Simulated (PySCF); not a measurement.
Compound: B₂BrH₇N₂.
SMILES with atom numbers: `[Br:1][BH-:2]1[NH2+:3][BH2-:4][NH2+:5]1` (hydrogens: H6 on B2; H7, H8 on N3; H9, H10 on B4; H11, H12 on N5)

Computed, not measured: PBE0-D3(BJ)/def2-SVP geometry optimisation, gas phase in PySCF 2.14.0.

(1) Give the optimised bond lengths and angles.

Results:

(1) 
```
         bond  length (Å)
       Br1–B2       2.003
 B2–N3, B2–N5       1.578
 N3–B4, B4–N5       1.603
        B2–H6       1.210
N3–H7, N5–H11       1.016
N3–H8, N5–H12       1.018
        B4–H9       1.215
       B4–H10       1.215
```

Bonds in one row agree within 0.01 Å and their mean is given. A selection of angles:
```
    angle  degrees
Br1–B2–N3    112.0
Br1–B2–H6    112.7
 N3–B2–N5     93.3
 N3–B2–H6    112.7
 B2–N3–B4     86.9
 B2–N3–H7    114.9
 B2–N3–H8    113.8
 B4–N3–H7    116.7
 B4–N3–H8    114.7
 H7–N3–H8    108.6
 N3–B4–N5     91.4
 N3–B4–H9    111.0
N3–B4–H10    112.7
H9–B4–H10    115.5
```

Dihedral angles: Br1–B2–N3–B4 124° (anticlinal); B2–N3–B4–N5 -9° (synperiplanar); N3–B4–N5–B2 9° (synperiplanar); Br1–B2–N5–B4 -124° (anticlinal).

The 4-membered ring B2–N3–B4–N5 has internal angles of 86.9° to 93.3° (sum 359°, against 360° for a flat polygon); it is slightly puckered (a soft mode that the optimisation may not have finished), 0.06 Å rms from its mean plane, widest ring torsion 9°. B4 (four-coordinate boron) has angles from 91.4° to 115.5°. The 4 B–N bonds span 1.578 Å (B2–N5, drawn single) to 1.603 Å (N3–B4, drawn single), a spread of 0.025 Å. B2 (four-coordinate boron) has angles from 93.3° to 112.8°. N3 (nitrogen bonded to 2 B and 2 H) has angles from 86.9° to 116.7°.

Point group: Cs (tolerance 0.08 Å). Stationary, but not proved a minimum. One conformer, not necessarily the lowest.

Time: 34 s of wall time. Hardware: one thread, Arm Neoverse V1 (shared host). These figures are those of the optimisation.
